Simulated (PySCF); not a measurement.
vinyl chloride (C2H3Cl), singlet, geometry from GFN2-xTB; PBE/def2-SVP (PySCF).

PySCF was given this input:
```python
from pyscf import gto, scf, dft

mol = gto.M(
    atom='''
C    -0.001662    0.754022   -0.000887
C     1.288373    1.021459   -0.013454
Cl   -0.624479   -0.849898    0.006946
H    -0.773014    1.508554    0.005532
H     2.034912    0.246855   -0.019613
H     1.633983    2.039976   -0.017955
''',
    basis='def2-svp',
    charge=0,
    spin=0,
    verbose=4,
)

mf = dft.RKS(mol)
mf.xc = 'pbe'
mf.diis_space = 12
mf.kernel()
```

It wrote (shortened):

```
PySCF version 2.14.0

[INPUT] verbose = 4
[INPUT] num. atoms = 6
[INPUT] num. electrons = 32
[INPUT] charge = 0
[INPUT] spin (= nelec alpha-beta = 2S) = 0
[INPUT] symmetry False subgroup None
[INPUT] Mole.unit = angstrom
[INPUT] Symbol           X                Y                Z      unit          X                Y                Z       unit  Magmom
[INPUT]  1 C     -0.001662000000   0.754022000000  -0.000887000000 AA   -0.003140724819   1.424895071897  -0.001676187072 Bohr   0.0
[INPUT]  2 C      1.288373000000   1.021459000000  -0.013454000000 AA    2.434672116284   1.930277757472  -0.025424375280 Bohr   0.0
[INPUT]  3 Cl    -0.624479000000  -0.849898000000   0.006946000000 AA   -1.180094280542  -1.606074453816   0.013126037661 Bohr   0.0
[INPUT]  4 H     -0.773014000000   1.508554000000   0.005532000000 AA   -1.460784750455   2.850753904117   0.010453964921 Bohr   0.0
[INPUT]  5 H      2.034912000000   0.246855000000  -0.019613000000 AA    3.845426367591   0.466488342480  -0.037063198481 Bohr   0.0
[INPUT]  6 H      1.633983000000   2.039976000000  -0.017955000000 AA    3.087780362195   3.854995940686  -0.033930032567 Bohr   0.0

nuclear repulsion = 89.4438767842112
number of shells = 29
number of NR pGTOs = 105
number of NR cGTOs = 61
basis = def2-svp
ecp = {}

******** <class 'pyscf.dft.rks.RKS'> ********
method = RKS
initial guess = minao
damping factor = 0
level_shift factor = 0
DIIS = <class 'pyscf.scf.diis.CDIIS'>
diis_start_cycle = 1
diis_space = 12
diis_damp = 0
SCF conv_tol = 1e-09
SCF conv_tol_grad = None
SCF max_cycles = 50
direct_scf = True
direct_scf_tol = 1e-13
XC library pyscf.dft.libxc version 7.1.2
    S. Lehtola, C. Steigemann, M. J. T. Oliveira, and M. A. L. Marques,  SoftwareX 7, 1–5 (2018)
XC functionals = pbe
    J. P. Perdew, K. Burke, and M. Ernzerhof,  Phys. Rev. Lett. 77, 3865 (1996)
    J. P. Perdew, K. Burke, and M. Ernzerhof,  Phys. Rev. Lett. 78, 1396 (1997)
    J. P. Perdew, K. Burke, and M. Ernzerhof,  Phys. Rev. Lett. 77, 3865 (1996)
    J. P. Perdew, K. Burke, and M. Ernzerhof,  Phys. Rev. Lett. 78, 1396 (1997)
radial grids:
    Treutler-Ahlrichs [JCP 102, 346 (1995); DOI:10.1063/1.469408] (M4) radial grids

becke partition: Becke, JCP 88, 2547 (1988); DOI:10.1063/1.454033
pruning grids: <function nwchem_prune>
grids dens level: 3
symmetrized grids: False
atomic radii adjust function: <function treutler_atomic_radii_adjust>
small_rho_cutoff = 0
Set gradient conv threshold to 3.16228e-05
Initial guess from minao.
tot grids = 76544
init E= -537.843593777907
  HOMO = -0.294180877240342  LUMO = -0.0914175462585489  gap/eV = 5.51747
cycle= 1 E= -537.656373369252  delta_E= 0.187  |g|= 0.326  |ddm|= 2.53
  HOMO = -0.181949170567103  LUMO = 0.0130213971548212  gap/eV = 5.30542
cycle= 2 E= -537.608403358371  delta_E= 0.048  |g|= 0.514  |ddm|= 0.809
  HOMO = -0.218764016362837  LUMO = -0.028483177393551  gap/eV = 5.17781
cycle= 3 E= -537.677932936447  delta_E= -0.0695  |g|= 0.162  |ddm|= 0.62
  HOMO = -0.228662826231832  LUMO = -0.0371973535316115  gap/eV = 5.21004
cycle= 4 E= -537.685914645975  delta_E= -0.00798  |g|= 0.0217  |ddm|= 0.187
  HOMO = -0.227719449162252  LUMO = -0.034582661302458  gap/eV = 5.25552
cycle= 5 E= -537.685985998356  delta_E= -7.14e-05  |g|= 0.0142  |ddm|= 0.0404
  HOMO = -0.227773671208677  LUMO = -0.0355774682590639  gap/eV = 5.22993
cycle= 6 E= -537.686041475138  delta_E= -5.55e-05  |g|= 0.00131  |ddm|= 0.0198
  HOMO = -0.22781000889108  LUMO = -0.0355247177613349  gap/eV = 5.23235
cycle= 7 E= -537.686041964023  delta_E= -4.89e-07  |g|= 0.000277  |ddm|= 0.0021
  HOMO = -0.227796136885236  LUMO = -0.0355179564874688  gap/eV = 5.23216
cycle= 8 E= -537.686041984772  delta_E= -2.07e-08  |g|= 3.45e-05  |ddm|= 0.000381
  HOMO = -0.227796425540476  LUMO = -0.0355207003229969  gap/eV = 5.23209
cycle= 9 E= -537.686041985172  delta_E= -4e-10  |g|= 6.08e-06  |ddm|= 6.88e-05
  HOMO = -0.227796256333502  LUMO = -0.0355201223228123  gap/eV = 5.23210
Extra cycle  E= -537.686041985168  delta_E= 3.87e-12  |g|= 6.87e-06  |ddm|= 1.84e-05
converged SCF energy = -537.686041985168
```
